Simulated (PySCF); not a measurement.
## CaH at PBE

Computed with PBE; Ca aug-pcseg-1, H aug-pcseg-1; no relativity (PySCF 2.14).

| Property | Result |
| --- | --- |
| state | ²Σ⁺ (doublet), unpaired electrons σ ↑ |
| bond length | 1.980 Å |
| harmonic wavenumber | 1264 cm⁻¹ |
| force constant | 0.925 mdyn/Å |
| rotational constant Be | 4.375 cm⁻¹ |
| anharmonicity ωexe | 18.2 cm⁻¹ |
| vibration–rotation constant αe | 0.109 cm⁻¹ |
| well depth De to Ca + H | 1.97 eV |
| dissociation energy D0 | 1.89 eV |
| bond order (Mayer) | 1.01 |
| dipole moment (positive dipole means Ca(−)H(+)) | -2.48 D |

The state is the lowest determinant that a PBE0 search found; another state may lie lower at other levels.
